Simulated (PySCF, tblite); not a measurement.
# silicon tetrafluoride and hydrogen cyanide

A gas-phase complex of silicon tetrafluoride and hydrogen cyanide; neutral, singlet. The structure comes from a short search (6 tight-binding starts) and was relaxed by PBE0-D3(BJ)/def2-SVPD; another way of binding may lie lower. Frequencies by PBE0-D3(BJ)/def2-SVPD show no clear imaginary mode.

Parts: 1 = silicon tetrafluoride (F[Si](F)(F)F), atoms 1–5; 2 = hydrogen cyanide (C#N), atoms 6–8.

Coordinates in Å:
```
F1      1.503    0.176   -0.569
Si2     0.002    0.045   -0.044
F3     -0.872    1.364   -0.252
F4      0.142   -0.101    1.549
F5     -0.730   -1.294   -0.508
C6     -0.357    0.423   -3.816
N7     -0.235    0.293   -2.681
H8     -0.470    0.547   -4.881
```

```json
{"contact": "F4–Si2···N7", "kind (by geometry)": "tetrel bond", "distance (Å)": "2.660", "angle (°)": "180"}
```

Interaction energies are complex less parts, with the parts frozen as they stand in it; counterpoise-corrected, in kcal/mol (PySCF).

Q: How strongly do the parts interact, level by level?

A: 
```
                 level  interaction  superposition error removed
wB97M-D3(BJ)/def2-SVPD        -5.91                        -2.40
 PBE0-D3(BJ)/def2-SVPD        -5.85                        -2.42
```

Q: What holds them together? Decompose the wB97M-D3(BJ)/def2-SVPD energy: frozen parts, their antisymmetrised product, then relaxation.

A: electrostatic -14.5, Pauli repulsion +15.2, orbital relaxation -7.5, dispersion correction -1.5 kcal/mol, which sum to the value before the counterpoise correction; the Pauli term holds the exchange-correlation of the frozen density too. Of the attraction, 62 % is electrostatic, 32 % is orbital relaxation, 6 % is dispersion correction, though superposition error inflates the orbital part.

The orbital term holds the superposition error of 2.4 kcal/mol.

The parts were also relaxed and run alone, at the levels used for the complex: shieldings by PBE0/pcSseg-2; core levels by delta-SCF with SCAN, pcX-2 on the ionised atom and pcseg-1 elsewhere, spin-free X2C (2p3/2 is the spin-free 2p value less a third of a first-order spin-orbit splitting).

Q: How do these values change when the complex forms?

A: 
```
                 property   alone  in the complex  change
          F4–Si2 bond (Å)   1.592           1.605  +0.013
   shielding of Si2 (ppm)   450.0           455.3    +5.3
    shielding of N7 (ppm)   -49.0           -29.0   +20.0
    shielding of F4 (ppm)   340.9           336.5    -4.3
    F1 1s core level (eV)  694.45          693.49   -0.97
Si2 2p3/2 core level (eV)  112.04          111.11   -0.94
    N7 1s core level (eV)  406.66          407.24   +0.57
```

The core-hole state of N7 is spin-contaminated (⟨S²⟩ 0.83 against 0.75 for a pure doublet), so that value and differences from it are less sure.

The 5 runs behind this took 7.4 min in all, one thread each of AMD EPYC 9R45 96-Core on a shared host, launched as `OMP_NUM_THREADS=1 python cluster_run.py task.json out`.
